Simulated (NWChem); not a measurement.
System: ZnHI; SMILES [ZnH][I]

Here is an NWChem input.

```
start job
memory heap 200 mb stack 900 mb global 1100 mb
geometry units angstroms noautoz
  Zn     0.000000     0.000000    -1.495117
  H      0.000000     0.000000    -3.031335
  I      0.000000     0.000000     0.943108
end
basis spherical
  Zn library 3-21g
  H library 3-21g
  I library 3-21g
end
dft
  xc xtpss03 ctpss03
  iterations 150
  mulliken
end
task dft energy
```

Geometry: optimised at PBE0/def2-SVP (def2 core potentials past Kr).

Q: Give the results of this calculation. (TPSS/3-21G, non-relativistic.) Quantities: basis functions; energy (Ha); highest occupied level (eV); orbital gap (eV); dipole (D).

A: The number of basis functions is 60 and the energy (Ha) comes out as -8660.72. The highest occupied level (eV) is -6.59 and the orbital gap (eV) is 5.31. The dipole (D) comes out as 1.18.
